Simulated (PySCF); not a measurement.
**Polarisability and C₆ of Se⁺ (selenium, charge +1)**

[Ar] 3d10 4s2 4p3, high-spin 4S determinant. All numbers are calculated (PySCF 2.14, scalar relativity through the core potential, in aug-cc-pwCVQZ-PP with ECP10MDF (10s9p8d6f4g1h, 166 functions)). Coupled (time-dependent) response in atomic units; α is the mean over directions.

```tsv
method	mean α (bohr³)	C₆ (like pair)	S(−4)
wB97X	13.98	86.20	46.53
```

S(−4) is the Cauchy moment in α(ω) = α(0) + S(−4) ω² + …

α(iu) at wB97X:

```csv
u (hartree),α(iu) (bohr³)
0,13.98
0.0500,13.87
0.100,13.54
0.200,12.37
0.300,10.85
0.500,7.902
0.750,5.292
1.00,3.706
1.50,2.105
2.00,1.385
3.00,0.7718
5.00,0.3771
```

A single London oscillator, α(iu) = α/(1 + u²/ω²), gives C₆ = (3/4) ω α². Matching the computed C₆ needs ω = 4 × 86.20 / (3 × 13.98²) = 0.588 hartree.

For an ion, C₆ is the dispersion term alone; charge-induced terms of lower order in 1/R come first.

Energies and moments cover only the electrons outside the core potential.
